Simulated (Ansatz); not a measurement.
Basis-set extrapolation for CH6BNSi, SMILES `NB1C[SiH2]1` (PBE0-D4/def2-TZVP geometry, frozen core, Ansatz). Multiplicity 1, RHF reference.

```tsv
	def2-TZVPP	def2-QZVPP
HF	-409.468455	-409.482825
MP2 correlation	-0.603186	-0.644069
CCSD(T) correlation	-0.671859	not run
```

Energies in hartree. Use E(X) = E(∞) + A·exp(−7.88·√X) for Hartree–Fock and E(X) = E(∞) + B·X^(−2.97) for correlation, with X = 3 and 4, and add CCSD(T) minus MP2 of the smaller set to the MP2 limit.

Question: What is the CCSD(T) energy at the basis-set limit?

Answer: HF limit: -409.482825 + (-0.014370) × 0.13774 = -409.48480. MP2 limit: -0.644069 + (-0.040883) × 0.74074 = -0.67435. Higher-order term: -0.671859 − (-0.603186) = -0.06867. Total: -410.22782 hartree, 54.9 kcal/mol below CCSD(T)/def2-TZVPP.
